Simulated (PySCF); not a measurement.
**Excitation energy of Fe⁺ by level of theory**

Fe⁺ [Ar] 3d6 4s1 (6D) → Fe⁺ [Ar] 3d5 4s1 4p1 (8P), as a difference of total energies. Computed with PySCF 2.14 in aug-cc-pwCVTZ (10s9p7d4f3g, 127 functions), with the non-relativistic Hamiltonian (point nucleus). Correlated levels: valence: [Ar] frozen; valence and next inner shell: [Ne] frozen; nothing frozen. The calculations carry no spin-orbit coupling.

```
                                method  excitation energy (eV)  difference from reference (eV)
                                   UHF                   4.741                          -1.738
                                   LDA                   7.744                          +1.265
                                   PBE                   7.670                          +1.191
                                  PBE0                   7.166                          +0.687
                                r2SCAN                   6.988                          +0.509
                                 HSE06                   7.188                          +0.709
                               r2SCAN0                   6.720                          +0.241
                               wB97M-V                   7.185                          +0.706
                         MP2 (valence)                   6.399                          -0.080
                     SCS-MP2 (valence)                   6.815                          +0.336
    MP2 (valence and next inner shell)                   6.752                          +0.273
SCS-MP2 (valence and next inner shell)                   6.907                          +0.428
                   MP2 (all electrons)                   6.777                          +0.298
               SCS-MP2 (all electrons)                   6.915                          +0.436
```

Reference: 6.479 eV (measured; NIST levels, between the centres of gravity of the two terms).

These non-relativistic numbers lack the scalar-relativistic shift.

Errors of the correlated levels include the incompleteness of this basis and the frozen core.
